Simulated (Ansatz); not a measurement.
C2H8O2Si2, SMILES `O[Si@H]1C[Si@H](O)C1`, relaxed with RKS PBE0-D4/def2-TZVP in Ansatz 0.2.0 from a GFN2-xTB geometry. The force threshold is 0.005 eV/Å; the program also tests the step.

Charge 0, multiplicity 1.

Start:

```xyz
14

O    -1.140    2.294   -0.535
Si   -1.083    0.688   -0.261
C    -0.069    0.366    1.320
Si    1.201   -0.695    0.354
O     1.233   -2.276    0.756
C     0.237   -0.282   -1.252
H    -1.409    2.635   -1.383
H    -2.431    0.113   -0.332
H    -0.597   -0.150    2.117
H     0.344    1.271    1.755
H     2.615   -0.362    0.434
H     0.429   -2.785    0.791
H     0.796    0.326   -1.958
H    -0.125   -1.145   -1.806
```

**Question.** By how much does the energy fall, and how many steps does the optimiser take? (Estimate.)

**Answer.** Computed: 0.16 eV, in 18 steps.

**Question.** Which bonds change most? (An estimate is asked.)

**Answer.** Computed: Si2–C3 from 1.906 to 1.871 Å; Si2–C6 from 1.915 to 1.882 Å; Si4–H11 from 1.455 to 1.483 Å.

**Question.** Give the relaxed structure. (Best estimate.)

**Answer.** Ansatz gave: 
```xyz
14

O    -1.395    2.175   -0.569
Si   -0.952    0.624   -0.236
C     0.077    0.466    1.319
Si    1.135   -0.780    0.369
O     0.818   -2.360    0.716
C     0.410   -0.167   -1.267
H    -1.944    2.330   -1.339
H    -2.151   -0.267   -0.207
H    -0.392    0.181    2.259
H     0.652    1.386    1.480
H     2.604   -0.651    0.525
H    -0.094   -2.652    0.689
H     1.071    0.598   -1.691
H     0.161   -0.884   -2.048
```
